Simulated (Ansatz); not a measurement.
Species: HfH₃ (charge +1, singlet). The spin state was set by rule; other spins were not relaxed. 
Structure (B3LYP-D3(BJ)/def2-TZVP (Ansatz, an electronic-structure program) minimum search):
```
Hf
H 1 1.7907
H 1 1.7907 2 100.52
H 1 1.7907 2 100.52 3 -102.91
```
Charge +1, spin multiplicity 1.

### Question
Give the harmonic wavenumbers at B3LYP-D3(BJ)/def2-TZVP (Ansatz, finite differences of forces, unscaled).

### Answer
534, 630, 630, 1854, 1854, 1884 cm⁻¹. Zero-point energy 10.6 kcal/mol.

### Question
From these and the geometry, give the ideal-gas thermochemistry at 298.15 K and 1 atm (rigid rotor, harmonic oscillator).

### Answer
Point group C3v, rotational symmetry number 3. Rotational constants 86.53, 86.53, 66.1 GHz. S(trans) 41.50, S(rot) 14.94, S(vib) 1.39, S(elec, spin only) 0.00, S 57.8 cal/(mol K). H(298) - H(0) 2.68 kcal/mol; G - E(el) -4.0 kcal/mol.
